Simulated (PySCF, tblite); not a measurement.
Species: C₃H₉NO₂Si₃.
Structure used (GFN2-xTB), in Å, numbered top down from 1:
```
atom  x, y, z in Å
N1    -0.307   -1.478    2.127
C2    -0.436   -0.921    1.132
C3    -0.588   -0.219   -0.091
Si4   -2.351   -0.607   -0.742
Si5   -0.374    1.664    0.329
Si6    0.708   -0.888   -1.306
O7     2.249   -0.866   -0.652
C8     2.882    0.217   -0.302
O9     2.447    1.330   -0.369
H10   -2.535    0.128   -1.992
H11   -2.456   -2.045   -0.995
H12   -3.336   -0.201    0.258
H13   -0.141    2.371   -0.924
H14   -1.668    2.085    0.886
H15    0.640    1.854    1.357
H16    0.647   -2.324   -1.538
H17    0.714   -0.083   -2.524
H18    3.897   -0.012    0.069
```

Method used: PBE0/pcSseg-1 in PySCF (dipole) on a GFN2-xTB geometry, gas phase.

Take the most abundant isotopes and a rigid rotor. The values belong to one conformer with, in the numbering `[N:1]#[C:2][C:3]([SiH3:4])([SiH3:5])[SiH2:6][O:7][CH:8]=[O:9]`, C2–C3–Si6–O7 -52°, C3–Si6–O7–C8 -63°, Si6–O7–C8–O9 2°.

(1) Give the principal moments of inertia and the rotational constants in MHz.

(2) Classify the top.

(3) What does the inertial defect say?

(4) Give the other two planar moments, Paa and Pbb, and the rms extents of the mass along the axes.

(5) Predict some low-J microwave lines.

Results:

(1) Ia = 368.46, Ib = 664.85, Ic = 714.95 u·Å²; 505379 MHz·u·Å²/I gives A = 1372, B = 760.1, C = 706.9 MHz.

(2) An asymmetric top; Ray's κ = -0.840.

(3) Not planar: Δ = Ic − Ia − Ib = -318.36 u·Å². For a rigid frame Δ = −2 Σ m c², so Σ m c² = 159.18 u·Å² lies off the ab plane: 13.71 from hydrogen and 145.47 from heavier atoms. The atom farthest from that plane is 2.51 Å away.

(4) Paa = Σ m a² = (Ib + Ic − Ia)/2 = 505.67 and Pbb = Σ m b² = (Ia + Ic − Ib)/2 = 209.28 u·Å². With the mass M = 174.99 u, the rms extents √(P/M) along a, b and c are 1.70, 1.09, 0.95 Å.

(5) The dipole components are |μa| = 0.15 D, |μb| = 0.59 D, |μc| = 3.39 D. Intensities carry the squares of the components, which stand as 0.00 : 0.03 : 1.00 (a : b : c). Some lines, for components of 0.1 D or more:

```tsv
type	branch	J(Ka,Kc)	MHz	lower level (cm⁻¹)
c	Q	3(2,2) ← 3(1,2)	1757	0.320
c	Q	2(2,1) ← 2(1,1)	1834	0.171
b	Q	4(2,3) ← 4(1,4)	2186	0.501
b	R	2(0,2) ← 1(1,1)	2319	0.069
b	R	3(1,2) ← 2(2,1)	2644	0.232
a	R	3(1,3) ← 2(1,2)	4319	0.165
b	R	3(1,3) ← 2(0,2)	4881	0.147
a	R	4(0,4) ← 3(0,3)	5836	0.293
a	R	4(3,1) ← 3(3,0)	5875	0.485
c	R	3(2,2) ← 2(1,2)	6395	0.165
c	R	4(1,3) ← 3(0,3)	6780	0.293
b	R	4(3,2) ← 3(2,1)	9050	0.379
c	R	4(3,1) ← 3(2,1)	9051	0.379
c	R	4(4,0) ← 3(3,0)	10335	0.485
```

Its GFN2-xTB frequencies are all real (lowest 24 cm⁻¹). These are rigid-rotor constants of the computed structure; measured ground-state constants (B0) also hold zero-point vibration. A rigid rotor knows nothing of internal rotation, which can split or shift real lines. Quadrupole hyperfine structure (14N) is left out.
